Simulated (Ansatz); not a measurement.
Geometry optimisation, RKS PBE-D4/def2-SVP in Ansatz.

input.yaml

```yaml
crystal:
  periodic: [false, false, false]
  atoms:
    - { symbol: Ti, position_ang: [-0.486731, -0.231809, -0.417159] }
    - { symbol: F, position_ang: [-0.110686, 0.907619, 2.357786] }
    - { symbol: F, position_ang: [1.096798, -0.716994, 0.103411] }
    - { symbol: Cl, position_ang: [-0.615577, 1.887779, -0.949941] }
    - { symbol: Cl, position_ang: [-0.963618, -1.346089, -2.239564] }
    - { symbol: O, position_ang: [-1.804692, -0.726142, 0.815363] }
    - { symbol: H, position_ang: [-2.734552, -0.833315, 0.537566] }
    - { symbol: H, position_ang: [-0.904043, 0.429252, 2.459738] }
basis:
  gaussian: { orbitals: def2-SVP }
hamiltonian:
  xc: pbe
  dispersion: d4
relax:
  f_tol: 0.03
  max_steps: 50
output:
  orbitals: {}
```

Run as:

```bash
$ ansatz run input.yaml --threads 4 --pin off --max-ram 5120MiB --backend cpu --events-out ev --progress --plain --runs-dir out
```

**Question.** Where does it end, and by what steps?

**Answer.** The forces met the threshold. After 13 steps the energy has fallen by 0.241 eV; H8 moved furthest, 0.45 Å. Joined: Ti1–F2 (3.02 → 2.39 Å).

```json
{"step": "0", "energy less start (eV)": "0.0000", "largest force component (eV/Å)": "1.151", "accepted": "yes"}
{"step": "1", "energy less start (eV)": "-0.1455", "largest force component (eV/Å)": "0.542", "accepted": "yes"}
{"step": "2", "energy less start (eV)": "-0.2042", "largest force component (eV/Å)": "0.480", "accepted": "yes"}
{"step": "3", "energy less start (eV)": "-0.2217", "largest force component (eV/Å)": "0.526", "accepted": "yes"}
{"step": "4", "energy less start (eV)": "-0.2308", "largest force component (eV/Å)": "0.220", "accepted": "yes"}
{"step": "5", "energy less start (eV)": "-0.2347", "largest force component (eV/Å)": "0.284", "accepted": "yes"}
{"step": "6", "energy less start (eV)": "-0.2371", "largest force component (eV/Å)": "0.128", "accepted": "yes"}
{"step": "7", "energy less start (eV)": "-0.2372", "largest force component (eV/Å)": "0.324", "accepted": "yes"}
{"step": "8", "energy less start (eV)": "-0.2348", "largest force component (eV/Å)": "0.277", "accepted": "no"}
{"step": "9", "energy less start (eV)": "-0.2408", "largest force component (eV/Å)": "0.066", "accepted": "yes"}
{"step": "10", "energy less start (eV)": "-0.2409", "largest force component (eV/Å)": "0.069", "accepted": "yes"}
{"step": "11", "energy less start (eV)": "-0.2409", "largest force component (eV/Å)": "0.044", "accepted": "yes"}
{"step": "12", "energy less start (eV)": "-0.2411", "largest force component (eV/Å)": "0.043", "accepted": "yes"}
{"step": "13", "energy less start (eV)": "-0.2411", "largest force component (eV/Å)": "0.022", "accepted": "yes"}
```

```xyz
8
Properties=species:S:1:pos:R:3
Ti -0.446 -0.096 -0.219
F -0.214 0.791 1.988
F 1.129 -0.742 0.147
Cl -0.435 1.993 -0.897
Cl -1.072 -1.233 -1.992
O -1.815 -0.578 0.911
H -2.623 -1.069 0.674
H -1.047 0.304 2.055
```

Run time: 29 s on 4 threads of Arm Neoverse V1, with other jobs on the host, peak memory 0.2 GiB.
